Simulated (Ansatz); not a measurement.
Stepwise reaction of `F[Si](F)([SiH3])[SiH3]` with ammonia, as a gas-phase model of exchange steps in deposition or etching. ΔE in kJ/mol; ΔG adds harmonic PBE0-D4 terms to CCSD(T)/CBS, at 1 bar.

Computed with Ansatz on PBE0-D4/def2-TZVP structures; ΔE is electronic, products minus reactants. CCSD(T)/CBS is the MP2 limit (def2-TZVPP, def2-QZVPP) plus CCSD(T) − MP2 in def2-TZVPP, frozen cores. This one scheme is used for every species. Functionals use def2-TZVPP. B3LYP here is the variant with VWN-RPA as its local correlation; programs differ in this. One conformer a species, not always the lowest.

```tsv
step	reaction	PBE-D4	B3LYP-D4	ωB97M-V	CCSD(T)/CBS	ΔG(600 K)
1	`F[Si](F)([SiH3])[SiH3]` + NH₃ → `N[Si](F)(F)[SiH3]` + SiH₄	-65.4	-83.5	-91.3	-85.9	-86.3
```

Problem. Give the row of step 2, `N[Si](F)(F)[SiH3]` + NH₃ → `N[Si](N)(F)F` + SiH₄. (An estimate is asked.)

Solution. Ansatz gave: 
```json
{"step": "2", "reaction": "`N[Si](F)(F)[SiH3]` + NH₃ → `N[Si](N)(F)F` + SiH₄", "PBE-D4": "-70.1", "B3LYP-D4": "-88.8", "ωB97M-V": "-96.4", "CCSD(T)/CBS": "-91.8", "ΔG(600 K)": "-78.8"}
```

Problem. By hand: ΔE of the 2 steps together at CCSD(T)/CBS.

Solution. (-85.9) + (-91.8) = -177.7 kJ/mol, or -88.8 kJ/mol a step.

In ΔE each step is lower than the one before. All are downhill at CCSD(T)/CBS. ΔG lies between -86.3 and -78.8 kJ/mol a step. PBE-D4 differs from CCSD(T)/CBS by 20.5 to 21.7 kJ/mol a step. Only this route is followed, and other bonds may react first. Isolated molecules leave out the surface, adducts and barriers. Largest T1 diagnostic: 0.013.
